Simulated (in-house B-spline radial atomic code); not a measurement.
Eu⁺. Computed with a B-spline radial atomic code. Model: non-relativistic spherical atom: semilocal Troullier-Martins pseudo-atom, one channel per l, against all electrons, high spin, G0W0 and RPA with empty states to l = 8, local potential for every l without a channel, a model core (radius 0 = none) keeps its share of the functional.

Without relativity these are model numbers for so heavy an element.

What the tables leave out is listed at the end.

The pseudopotential gives back the lowest level of each angular momentum of its own functional in the configuration it was made in; a second state of the same l is only approximately right. Exact exchange, RPA and GW see the smooth pseudo-orbitals and miss the exchange with the core, for which the functional's share stands in. The column with an uncorrelated core keeps all orbitals and exact exchange, and so separates missing core correlation from pseudisation. Only the three outermost levels and the lowest empty one were computed. RPA here is direct RPA, with no exchange kernel, and its energies carry an (l + 1/2)⁻⁴ tail. A hybrid on a potential with a model core restores only its own semilocal share of the core's exchange.

Command:
```bash
python run_psgw.py task.json out
```
Settings (lengths in bohr, energies in hartree):
```
Z                      63
electrons              62
configuration          [Xe] 4f7 6s1
generated_in           [Xe] 4f7 6s2
functional             lda,vwn
core_shells            9
radius_factor          1
core_correction        True
ion_configuration      [Xe] 4f7
```

Cost of the run: 2 min on 1 thread of Arm Neoverse N1, with other jobs on the host.

Given: made with LDA VWN5; model core radius 0.923 bohr; local radius 1.439 bohr; mean-field start LDA VWN5.

Valence shells of the generating configuration: 5s, 5p, 4f, 6s.

Channel: s 1.324, p 1.436, d 2.089, f 1.982 (radii in bohr).

Computed: largest level miss in the spin-unpolarised generating configuration 0.033 eV; valence RPA correlation energy all-electron orbitals -0.96125 hartree; all-electron RPA polarisability, core included 62.046 bohr³; pseudo-atom RPA polarisability 60.34 bohr³; ionisation by mean-field all-electron 11 eV; ionisation by mean-field pseudo minus all 0.111 eV; ionisation by RPA all-electron 11.313 eV.

| level | occupied | mean-field all-electron (eV) | mean-field pseudo minus all (eV) | G0W0 all-electron (eV) | G0W0 uncorrelated core minus all (eV) | G0W0 pseudo minus all (eV) | exchange self-energy all-electron (eV) | exchange self-energy pseudo (eV) |
| --- | --- | --- | --- | --- | --- | --- | --- | --- |
| 6s up | 1 | -8.593 | -0.084 | -11.144 | 0.03 | -0.115 | -8.049 | -7.6885 |

**Question.** What is the ionisation by RPA pseudo minus all?

**Answer.** 0.214 eV.

**Question.** What is the valence RPA correlation energy pseudo?

**Answer.** -1.2506 hartree.

Given: mean-field start PBE0.

Computed: valence RPA correlation energy all-electron orbitals -0.88721 hartree; valence RPA correlation energy pseudo -1.1898 hartree; all-electron RPA polarisability, core included 56.603 bohr³; pseudo-atom RPA polarisability 54.827 bohr³; ionisation by mean-field pseudo minus all 0.142 eV; ionisation by RPA pseudo minus all 0.243 eV.

| level | occupied | mean-field all-electron (eV) | mean-field pseudo minus all (eV) | G0W0 all-electron (eV) | G0W0 uncorrelated core minus all (eV) | G0W0 pseudo minus all (eV) | exchange self-energy all-electron (eV) | exchange self-energy pseudo (eV) |
| --- | --- | --- | --- | --- | --- | --- | --- | --- |
| 6s up | 1 | -8.8799 | -0.115 | -11.053 | 0.028 | -0.142 | -7.7185 | -7.4285 |
| 5p down | 1 | -29.326 | 0.279 | -33.131 | 0.133 | 0.435 | -25.664 | -21.11 |

**Question.** What is the ionisation by mean-field all-electron?

**Answer.** 10.65 eV.

**Question.** What is the ionisation by RPA all-electron?

**Answer.** 11.004 eV.

Among the listed levels the largest G0W0 shift of the pseudo-atom is +0.43 eV, for 5p down on the PBE0 start, while leaving the core uncorrelated moves that level by +0.13 eV. So pseudisation and the lost core exchange, not the missing core correlation, make the error. Not in the tables (levels of low weight, unsolved or above zero; the highest and the empty levels are kept at any weight): on LDA the G0W0 levels 4f up (pseudo minus all +4.83 eV, weights 0.79 and 0.24), 5p down (pseudo minus all +0.12 eV, weights 0.54 and 0.59), 4f down (pseudo minus all -1.34 eV, weights 0.20 and 0.20); on PBE0 the G0W0 levels 4f up (pseudo minus all +5.11 eV, weights 0.84 and 0.71), 5d up (pseudo minus all +0.24 eV, weights 0.61 and 0.44); no Hartree-Fock pseudo-atom is run with a model core.
